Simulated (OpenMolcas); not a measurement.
**CH6O3Sn (SMILES C[Sn](O)(O)O): methods side by side**

CH6O3Sn has 11 atoms, charge 0, and is taken as a singlet. As SMILES, `C[Sn](O)(O)O`. The shape is that of a PBE0-D4/def2-TZVP optimisation. This is one conformer, not always the lowest.

Quantity: the HOMO–LUMO gap, in eV. The values are calculated.

```
                           level             kind     program  value (eV)  CPU time
    HF/def2-SVP (core potential)     Hartree–Fock  OpenMolcas       15.05      24 s
 SVWN5/def2-SVP (core potential)              LDA  OpenMolcas        5.03      61 s
  BLYP/def2-SVP (core potential)              GGA  OpenMolcas        4.97      81 s
 M06-L/def2-SVP (core potential)         meta-GGA  OpenMolcas        5.91      94 s
  TPSS/def2-SVP (core potential)         meta-GGA  OpenMolcas        5.36   1.8 min
M06-2X/def2-SVP (core potential)  hybrid meta-GGA  OpenMolcas       10.32      88 s
B2PLYP/def2-SVP (core potential)    double hybrid  OpenMolcas       10.46      47 s
```

The values span 4.97 to 15.05 eV. Orbital gaps aren't excitation energies, and those of double hybrids come from the SCF part alone; they tend to grow with the share of exact exchange. CPU times are rough (shared hosts, several kinds of processor): they show what a rung costs within a factor of a few.
